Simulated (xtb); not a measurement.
C4H10Al, doublet, geometry from GFN2-xTB (such geometries of metal compounds can be far from the true shape) (the spin is typed, not shown lowest), atoms displaced at random by about 0.06 Å a coordinate; GFN2-xTB (xtb).

The xtb input:
```
$ xtb mol.xyz --gfn 2 --chrg 0 --uhf 1 --opt --json

# file mol.xyz
15

Al     0.48042438     0.56355976     0.15999599
C      1.50480870    -0.86836831     1.07828152
C      1.01251658    -2.27737400     0.52207049
H      1.26739081    -0.98238157     2.19266142
H      2.53578783    -0.87493507     0.97361929
H      1.24140936    -2.43709625    -0.60330833
H      0.04396046    -2.51494886     0.66987356
H      1.60207215    -3.19065599     1.04330037
C     -1.29892075     0.59812146    -0.64373805
C     -1.75826399     1.89116277    -1.08894564
H     -2.09902602     0.09650688     0.15390555
H     -1.51186671    -0.22206771    -1.39921196
H     -1.09787654     2.36641810    -1.84095323
H     -1.74800824     2.60223211    -0.33742937
H     -2.82492204     1.95413820    -1.49210551
```

Problem. What does xtb print? Leave out banner, timings and long lists.

Solution. 
```
   ID    Z sym.   atoms
    1   13 Al     1
    2    6 C      2, 3, 9, 10
    3    1 H      4-8, 11-15

           -------------------------------------------------
          |                Calculation Setup                |
           -------------------------------------------------

           -------------------------------------------------
          |                 G F N 2 - x T B                 |
           -------------------------------------------------

          ...................................................
          :                      SETUP                      :
          :.................................................:
          :  # basis functions                  36          :
          :  # atomic orbitals                  35          :
          :  # shells                           21          :
          :  # electrons                        29          :
          :  max. iterations                   250          :
          :  Hamiltonian                  GFN2-xTB          :
          :  restarted?                      false          :
          :  GBSA solvation                  false          :
          :  PC potential                    false          :
          :  electronic temp.          300.0000000     K    :
          :  accuracy                    1.0000000          :
          :  -> integral cutoff          0.2500000E+02      :
          :  -> integral neglect         0.1000000E-07      :
          :  -> SCF convergence          0.1000000E-05 Eh   :
          :  -> wf. convergence          0.1000000E-03 e    :
          :  Broyden damping             0.4000000          :
          :  net charge                          0          :
          :  unpaired electrons                  1          :
          ...................................................

 iter      E             dE          RMSdq      gap      omega  full diag
   1    -14.7421661 -0.147422E+02  0.782E+00    1.42       0.0  T
   2    -14.7804261 -0.382599E-01  0.355E+00    1.80       1.0  T
   3    -14.7758783  0.454780E-02  0.298E+00    1.88       1.0  T
   4    -14.7873711 -0.114928E-01  0.102E+00    2.08       1.0  T
   5    -14.7879537 -0.582629E-03  0.586E-01    2.13       1.0  T
   6    -14.7885019 -0.548168E-03  0.245E-01    2.10       1.0  T
   7    -14.7885173 -0.154516E-04  0.114E-01    2.09       1.0  T
   8    -14.7885260 -0.865912E-05  0.632E-02    2.09       1.0  T
[...]
         :: total energy             -14.579426748993 Eh    ::
 * total energy  :   -14.5794267 Eh     change       -0.5531575E-11 Eh
 * total energy  :   -14.6145819 Eh     change       -0.3515510E-01 Eh
 * total energy  :   -14.6208840 Eh     change       -0.6302172E-02 Eh
 * total energy  :   -14.6216207 Eh     change       -0.7366666E-03 Eh
 * total energy  :   -14.6217033 Eh     change       -0.8258163E-04 Eh
 * total energy  :   -14.6217238 Eh     change       -0.2047819E-04 Eh
 * total energy  :   -14.6217281 Eh     change       -0.4354405E-05 Eh
 * total energy  :   -14.6217310 Eh     change       -0.2894929E-05 Eh
   *** GEOMETRY OPTIMIZATION CONVERGED AFTER 8 ITERATIONS ***
         :: total energy             -14.621731000680 Eh    ::
[...]

 Mol. C6AA /au·bohr⁶  :       2333.338920
 Mol. C8AA /au·bohr⁸  :      83184.260996
 Mol. α(0) /au        :         86.927183

Wiberg/Mayer (AO) data.
largest (>0.10) Wiberg bond orders for each atom

 ---------------------------------------------------------------------------
     #   Z sym  total        # sym  WBO       # sym  WBO       # sym  WBO
 ---------------------------------------------------------------------------
     1  13 Al   2.432 --     2 C    0.989     9 C    0.988
     2   6 C    3.883 --     3 C    0.994     1 Al   0.989     4 H    0.923
                             5 H    0.919
     3   6 C    3.997 --     2 C    0.994     8 H    0.983     6 H    0.982
                             7 H    0.981
     4   1 H    0.998 --     2 C    0.923
     5   1 H    0.997 --     2 C    0.919
     6   1 H    0.999 --     3 C    0.982
     7   1 H    0.999 --     3 C    0.981
     8   1 H    0.999 --     3 C    0.983
     9   6 C    3.888 --    10 C    0.992     1 Al   0.988    11 H    0.925
                            12 H    0.924
    10   6 C    3.995 --     9 C    0.992    15 H    0.983    14 H    0.975
                            13 H    0.975
    11   1 H    0.999 --     9 C    0.925
    12   1 H    0.999 --     9 C    0.924
    13   1 H    0.999 --    10 C    0.975
    14   1 H    0.999 --    10 C    0.975
    15   1 H    0.998 --    10 C    0.983
 ---------------------------------------------------------------------------

Topologies differ in total number of bonds
Writing topology from bond orders to xtbtopo.mol

molecular dipole:
                 x           y           z       tot (Debye)
 q only:        0.182       0.357      -0.020
   full:        0.037       0.142      -0.015       0.375
molecular quadrupole (traceless):
                xx          xy          yy          xz          yz          zz
 q only:       -0.726       1.522       0.566      -0.920       0.713       0.160
  q+dip:        0.933      -0.163      -0.854       0.601      -0.456      -0.079
   full:       -0.680       0.345      -0.289      -1.016       0.759       0.969

optimized geometry written to: xtbopt.xyz

           -------------------------------------------------
          | TOTAL ENERGY              -14.621731000680 Eh   |
          | GRADIENT NORM               0.000533121659 Eh/α |
          | HOMO-LUMO GAP               2.171906329381 eV   |
           -------------------------------------------------

normal termination of xtb
```
